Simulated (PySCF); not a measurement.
Work out the structure from these simulated measurements.

Formula: C7H12BP.

| Quantity | Value |
| --- | --- |
| Rotational structure | rotational constants A, B, C: 1.843, 1.215, 1.042 GHz [PBE0-D3(BJ)/def2-SVP] |
| UV, strongest line | among the 10 lowest singlet transitions: S4 at 5.90 eV (210 nm, f = 0.113) [TDDFT CAM-B3LYP/def2-SVPD] |
| 1H NMR | chemical shifts (computed TMS as zero) by class: 7.09 (1 H), 7.01 (1 H), 6.71 (1 H), 6.65 (1 H), 6.45 (1 H), 5.72 (1 H), 2.12 (3 H), 1.00 (3 H) ppm [GIAO PBE0/pcSseg-1] |
| Triplet | lowest triplet excitation (Tamm–Dancoff): 2.73 eV [TDA CAM-B3LYP/def2-SVPD] |
| Polarisability | 123.5 au [CAM-B3LYP/def2-SVPD] |
| 13C NMR | chemical shifts (computed TMS as zero) by class: 156.9 (1 C), 151.0 (1 C), 149.4 (1 C), 142.2 (1 C), 137.3 (1 C), 134.1 (1 C), 16.7 (1 C) ppm [GIAO PBE0/pcSseg-1] |
| Dipole | 4.79 D [CAM-B3LYP/def2-SVPD] |
| UV, first state | lowest singlet excitation: 4.47 eV (278 nm, f = 0.062) [TDDFT CAM-B3LYP/def2-SVPD] |
| Valence photoelectron | vertical ionisation energy: 8.81 eV [ΔSCF CAM-B3LYP/def2-SVPD] |
| NMR, other nuclei | isotropic shieldings of nuclei other than C and H, by class: 151 (1 B), 287 (1 P) ppm [GIAO PBE0/pcSseg-1] |

Electronic properties: PySCF, gas phase, density fitting. Levels stand in brackets. One conformer (not necessarily the lowest) at the PBE0-D3(BJ)/def2-SVP geometry, without solvent, vibrations or thermal averaging. Each NMR value is the plain mean over a class of atoms that symmetry, rotation or inversion makes alike.

Question: Propose a structure and show how it fits.

Answer: Numbering: `[BH3-:1][P@+:2]1([CH:3]=[CH2:4])[CH:5]=[CH:6][CH:7]=[C:8]1[CH3:9]`. 7 carbons fall into 7 classes; from least to most shielded: fully substituted alkene carbon [C8] (156.9 ppm), alkene CH carbon [C6] (151.0 ppm), terminal =CH2 carbon [C4] (149.4 ppm), alkene CH carbon [C7] (142.2 ppm), alkene CH carbon [C5] (137.3 ppm), alkene CH carbon [C3] (134.1 ppm), allylic carbon [C9] (16.7 ppm). Hydrogen classes from least to most shielded: 1 H on a terminal =CH2 carbon, C4 (7.09 ppm), 1 H on an alkene CH carbon, C6 (7.01 ppm), 1 H on a terminal =CH2 carbon, C4 (6.71 ppm), 1 H on an alkene CH carbon, C7 (6.65 ppm), 1 H on an alkene CH carbon, C5 (6.45 ppm), 1 H on an alkene CH carbon, C3 (5.72 ppm), 3 H on an allylic carbon, C9 (2.12 ppm), 3 H on a four-coordinate boron, B1 (1.00 ppm). The other shieldings belong to: 151 ppm, four-coordinate boron [B1]; 287 ppm, phosphorus bonded to B and 3 C [P2]. S1 is mainly HOMO→LUMO (weight 0.97); the largest Löwdin shares of the orbital it empties are 0.24 on an alkene CH carbon, 0.23 on the fully substituted alkene carbon, 0.18 on an alkene CH carbon and 0.14 on an alkene CH carbon, of the orbital it fills 0.20 on an alkene CH carbon, 0.18 on an alkene CH carbon, 0.18 on the fully substituted alkene carbon and 0.16 on an alkene CH carbon. The optimised geometry has point group C1 and is an asymmetric top. Structure: `CC1=CC=C[P@@+]1(C=C)[BH3-]`. Computed isomers that give other values at the same levels: `[BH3-][P@H+]1C=C[C@@H](C=C)C=C1` (13C chemical shifts (computed TMS as zero) by class: 151.2 (2 C), 146.4 (1 C), 125.8 (1 C), 123.3 (2 C), 49.5 (1 C) ppm). The assignments are read from this structure; whether some other isomer fits the data as well wasn't checked. The mirror image fits equally.

Shape of the structure used: `[BH3-:1][P@+:2]1([CH:3]=[CH2:4])[CH:5]=[CH:6][CH:7]=[C:8]1[CH3:9]`: B1–P2–C3–C4 1°.
